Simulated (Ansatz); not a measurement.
Correlation energies of C$_{2}$H$_{3}$ClNSi (`C[Si](Cl)C#N`) radical by basis set

Cartesian coordinates in Å:
```
C -0.438 -1.113 0.059
Si 0.842 0.186 -0.291
Cl 0.856 0.736 -2.261
C 0.487 1.695 0.704
N 0.346 2.610 1.392
H -1.427 -0.745 -0.228
H -0.222 -2.023 -0.501
H -0.444 -1.346 1.126
```

Charge 0, multiplicity 2. All single points use the PBE0-D4/def2-TZVP geometry. Frozen core, unrestricted reference, Ansatz 0.2.0. CBS rows extrapolate triple and quadruple zeta; past MP2 they add the triple-zeta difference.

```tsv
basis	HF (Eh)	MP2 corr.	CCSD corr.	(T)	CCSD(T) total
def2-SVP	-880.05294	-0.62071	-0.66264	-0.02309	-880.73867
def2-TZVPP	-880.47091	-0.78690	-0.82586	-0.03975	-881.33652
def2-QZVPP	-880.49790	-0.84753	–	–	–
CBS(def2)	-880.50161	-0.89245	-0.93141	as TZ	-881.47277
```
